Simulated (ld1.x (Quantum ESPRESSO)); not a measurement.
**Building the ultrasoft potential for cerium (Ce) (PBEsol, scalar-relativistic).**

Ce, ultrasoft, made with ld1.x (Quantum ESPRESSO) 7.5 (PBEsol, scalar-relativistic). Core [Kr] 4d10 4f1, reference 5s2 5p6 5d1 6s2 6p0. Waves: 5s (bound): rcut 2.20, rcutus 2.75 bohr; 6s (bound): rcut 2.20, rcutus 2.75 bohr; 5p (bound): rcut 2.35, rcutus 2.75 bohr; 6p (bound, empty): rcut 2.35, rcutus 2.75 bohr; 5d (bound): rcut 3.60, rcutus 4.40 bohr; 5d channel at 0.25 Ry: rcut 3.60, rcutus 4.40 bohr. Local part: all-electron potential smoothed inside 2.70 bohr (lloc = -1). Core correction: none. Augmentation charge: PSQ, inside the norm-conserving radii.

Calculated quality:

- Configuration tests: test run stopped at test 2 of 7 (negative rho)
- Lowest eigenvalue of the overlap operator: -44.81 (d channel); it is negative, so in a basis up to 400 Ry S is not positive definite and the file is unfit for use
- Density cutoff estimated by the generator: 80 Ry

The ghost test of this file was not conclusive. Its overlap operator is not positive definite in a basis up to 400 Ry (lowest eigenvalue p -0.36, d -44.81), so the file is unfit for use: the generalised eigenproblem breaks down once the basis is large enough, and its test numbers describe a broken file.

Generation and tests took about 2.2 s on one core of a shared server CPU.
